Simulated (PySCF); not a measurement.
EPR parameters of C5H4F3O2

Species: C5H4F3O2 (doublet state).
Z-matrix (Å and degrees, GFN2-xTB geometry), rows numbered from 1:
```
C 
C   1  1.5033
C   2  1.2827  1  126.63
C   3  1.3852  2  175.96  1   -47.31
O   4  1.2037  3  128.70  1   -85.18
O   4  1.4340  3  109.57  5  -179.68
C   6  1.3297  4  118.05  3   179.56
F   7  1.3352  6  113.83  4    61.55
F   7  1.3349  6  113.87  4   -61.28
F   7  1.3332  6  108.33  4  -179.89
H   1  1.0879  2  109.11  3   121.85
H   1  1.0849  2  110.94  3     1.06
H   1  1.0880  2  109.17  3  -119.81
H   2  1.0892  1  113.71  3   179.48
```

The hyperfine couplings belong to this conformer and change with its torsions.

As a line formula: `C/C=[C]\C(=O)OC(F)(F)F` [radical].

Computed with UKS B3LYP, pcH-1 on C F H O, non-relativistic, mean-field spin-orbit, GIAO (PySCF). One conformer (not necessarily the lowest) at the GFN2-xTB geometry, without solvent, vibrations or thermal averaging. A GFN2-xTB geometry isn't a minimum of the functional, and hyperfine couplings can be far from their values at a DFT geometry. The SCF solution wasn't tested for stability.

* g1, g2, g3: 2.00203, 2.00390, 2.00507
* g_iso: 2.00366
* Form of g: rhombic: the two nearest values differ by 39 % of g3 − g1
* ⟨S²⟩: 0.7624 (exact 0.7500)
* α and β electrons: 39, 38
* HOMO–LUMO gap, α and β orbitals: 6.39, 4.16 eV

Hyperfine couplings atom by atom, in MHz; T1 to T3 are the principal values of the dipolar part:

```csv
atom,isotope,a_iso,T1,T2,T3,Mulliken spin population
C1,13C,66.7,-6.5,-5.8,12.3,0.06
C2,13C,-49.2,-13.7,4.7,9.0,-0.14
C3,13C,62.9,-68.6,-52.2,120.7,0.81
C4,13C,-49.0,-5.4,-0.6,6.0,-0.07
O5,17O,-19.0,-84.7,41.5,43.2,0.27
O6,17O,1.1,-6.2,2.3,4.0,0.01
C7,13C,-1.1,-0.5,-0.4,0.9,0.00
F8,19F,7.1,-5.8,-3.8,9.6,0.00
F9,19F,7.7,-6.0,-4.0,9.9,0.00
F10,19F,-1.5,-1.2,0.1,1.2,0.00
H11,1H,-6.5,-3.2,-1.7,4.9,0.00
H12,1H,-5.0,-5.4,-1.0,6.4,0.00
H13,1H,-6.6,-3.2,-1.7,4.9,0.00
H14,1H,148.7,-4.6,-2.8,7.5,0.06
```

Largest spin populations (Mulliken): C3 (+0.81), O5 (+0.27), C2 (-0.14) and C4 (-0.07). The positive populations add up to 1.21 and the negative ones to -0.21, together 2S = 1.

Axes: g3 points within 3° of the C4–O5 bond.

Under fast tumbling the dipolar parts average out, and these isotropic splittings remain: 1 × 1H (H14, I = 1/2, 2 lines) with 5.30 mT, 3 × 1H (H11/H12/H13, I = 1/2, 4 lines) with 0.22 mT and 3 × 19F (F8/F9/F10, I = 1/2, 4 lines) with 0.16 mT.

Means are taken over nuclei equivalent by connectivity, which assumes that they swap fast. The three 19F nuclei of mean +4.4 MHz run from -1.5 to 7.7 MHz in the frozen geometry.

The 17O coupling of O5 (-19.0 MHz) shows only in satellite lines or after enrichment, since that isotope makes up about 0.038 % of natural oxygen.

The 13C coupling of C1 (66.7 MHz) shows only in satellite lines or after enrichment, since that isotope makes up about 1.07 % of natural carbon.

The spin density at the nucleus, in bohr⁻³, is negative for C2 (-0.0438), C4 (-0.0436) and O6 (-0.0018), for instance. A restricted open-shell determinant has no negative spin density anywhere; here it arises because α and β orbitals differ (spin polarisation).
